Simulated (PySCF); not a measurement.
H3SiCF3.
Bonds: F1–C2, C2–F3, C2–F4, C2–Si5. Hydrogens: H6, H7, H8 on Si5.

The same species was optimised twice, with GFN2-xTB and with PBE0-D3(BJ)/def2-SVP (PySCF), and the same property calculations (PySCF, gas phase) were run on both structures.

```json
{"coordinate": "Si5–H6 (Å)", "GFN2-xTB": "1.458", "PBE0-D3(BJ)/def2-SVP": "1.488", "change": "+0.030"}
{"coordinate": "Si5–H8 (Å)", "GFN2-xTB": "1.458", "PBE0-D3(BJ)/def2-SVP": "1.488", "change": "+0.030"}
{"coordinate": "Si5–H7 (Å)", "GFN2-xTB": "1.458", "PBE0-D3(BJ)/def2-SVP": "1.488", "change": "+0.030"}
{"coordinate": "C2–Si5 (Å)", "GFN2-xTB": "1.948", "PBE0-D3(BJ)/def2-SVP": "1.933", "change": "-0.015"}
{"coordinate": "F1–C2 (Å)", "GFN2-xTB": "1.349", "PBE0-D3(BJ)/def2-SVP": "1.340", "change": "-0.009"}
{"coordinate": "C2–F4 (Å)", "GFN2-xTB": "1.349", "PBE0-D3(BJ)/def2-SVP": "1.341", "change": "-0.008"}
{"coordinate": "C2–F3 (Å)", "GFN2-xTB": "1.349", "PBE0-D3(BJ)/def2-SVP": "1.342", "change": "-0.007"}
{"coordinate": "C2–Si5–H6 (°)", "GFN2-xTB": "104.3", "PBE0-D3(BJ)/def2-SVP": "107.7", "change": "+3.4"}
{"coordinate": "C2–Si5–H7 (°)", "GFN2-xTB": "104.6", "PBE0-D3(BJ)/def2-SVP": "108.0", "change": "+3.4"}
{"coordinate": "C2–Si5–H8 (°)", "GFN2-xTB": "104.4", "PBE0-D3(BJ)/def2-SVP": "107.5", "change": "+3.1"}
{"coordinate": "H7–Si5–H8 (°)", "GFN2-xTB": "114.1", "PBE0-D3(BJ)/def2-SVP": "111.2", "change": "-2.9"}
{"coordinate": "H6–Si5–H7 (°)", "GFN2-xTB": "114.0", "PBE0-D3(BJ)/def2-SVP": "111.2", "change": "-2.8"}
{"coordinate": "H6–Si5–H8 (°)", "GFN2-xTB": "114.0", "PBE0-D3(BJ)/def2-SVP": "111.2", "change": "-2.8"}
{"coordinate": "F3–C2–Si5 (°)", "GFN2-xTB": "112.7", "PBE0-D3(BJ)/def2-SVP": "111.3", "change": "-1.4"}
{"coordinate": "F1–C2–F3 (°)", "GFN2-xTB": "106.0", "PBE0-D3(BJ)/def2-SVP": "107.3", "change": "+1.3"}
```

Rotational constants: A = 5362, B = 2892, C = 2892 MHz (GFN2-xTB) against A = 5336, B = 2939, C = 2938 MHz (PBE0-D3(BJ)/def2-SVP). Atoms that the bonding makes alike are paired by their places after alignment.

On the GFN2-xTB structure: HOMO (eV) -9.56 [PBE0/pcSseg-1]; LUMO (eV) -0.07 [PBE0/pcSseg-1]; dipole (D) 2.64 [PBE0/pcSseg-1]; GIAO shielding of F1/F3/F4 (mean) (ppm) 237.1 [PBE0/pcSseg-1]; GIAO shielding of C2 (ppm) 47.0 [PBE0/pcSseg-1]; GIAO shielding of Si5 (ppm) 420.3 [PBE0/pcSseg-1].

Problem. What do these properties become on the PBE0-D3(BJ)/def2-SVP structure?

Solution. 
| property | level | on GFN2-xTB | on PBE0-D3(BJ)/def2-SVP | change |
| --- | --- | --- | --- | --- |
| HOMO (eV) | PBE0/pcSseg-1 | -9.56 | -9.63 | -0.07 |
| LUMO (eV) | PBE0/pcSseg-1 | -0.07 | 0.21 | +0.28 |
| dipole (D) | PBE0/pcSseg-1 | 2.64 | 2.07 | -0.57 |
| energy, GFN2-xTB geometry as zero (kcal/mol) | PBE0/pcSseg-1 | 0.0 | -1.0 | -1.0 |
| GIAO shielding of F1/F3/F4 (mean) (ppm) | PBE0/pcSseg-1 | 237.1 | 242.4 | +5.3 |
| GIAO shielding of C2 (ppm) | PBE0/pcSseg-1 | 47.0 | 50.1 | +3.1 |
| GIAO shielding of Si5 (ppm) | PBE0/pcSseg-1 | 420.3 | 419.6 | -0.7 |

The heavy atoms differ by 0.018 Å rms after alignment. Among all bonds Si5–H6, Si5–H7 and Si5–H8 change most and about equally (+0.030 Å). Changes are differences of the printed values. Neither structure is proved a minimum here.
